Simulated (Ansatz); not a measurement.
## A ladder of methods for InH2F (SMILES [F][InH2])

InH2F: 4 atoms, total charge 0, spin state singlet. As SMILES, `[F][InH2]`. The shape is that of a PBE0-D4/def2-TZVP optimisation.

```xyz
4

F    -1.6318   -0.6294    0.1886
In    0.1944    0.0523   -0.0263
H     1.3043   -0.9651    0.7679
H     0.1886    1.4819   -0.9504
```

Each level gives the energy change with the F1–In2 bond stretched from 1.961 to 4.903 Å (eV). The values are calculated.

| level | kind | program | value (eV) | CPU time (all runs) |
| --- | --- | --- | --- | --- |
| HF/STO-3G (restricted) | Hartree–Fock | Ansatz | 9.87 | 0.85 s |
| SVWN5/STO-3G (restricted) | LDA | Ansatz | 7.21 | 6.3 s |
| revPBE/STO-3G (restricted) | GGA | Ansatz | 6.69 | 9.4 s |
| r2SCAN/STO-3G (restricted) | meta-GGA | Ansatz | 7.13 | 20 s |
| B3LYP/STO-3G (restricted) | global hybrid | Ansatz | 7.47 | 4 s |
| r2SCAN0/STO-3G (restricted) | hybrid meta-GGA | Ansatz | 7.82 | 13 s |
| CAM-B3LYP/STO-3G (restricted) | range-separated hybrid | Ansatz | 8.36 | 4.2 s |
| B2PLYP/STO-3G (restricted) | double hybrid | Ansatz | 4.89 | 5.4 s |
| CCSDT(Q)/STO-3G (restricted) | coupled cluster or CI | Ansatz | 4.05 | 2.7 s |
| CCSDT/STO-3G (restricted) | coupled cluster or CI | Ansatz | 4.03 | 2.5 s |

All-electron rows without a relativistic Hamiltonian named are non-relativistic. The first shape isn't each level's own minimum. The values span 4.03 to 9.87 eV. The coupled-cluster rows rest on a doubtful reference here (large T1 or Brueckner and Hartree–Fock orbitals at odds), and rows may lie in different states. All rows use very small basis sets, so none should be taken for the real molecule's value. In the correlated wave-function rows the outer d shell of In is correlated, in sets not made for it. In so small a basis fixed costs decide the times, and correlated methods can beat functionals. CPU times are rough (shared hosts, several kinds of processor and program).
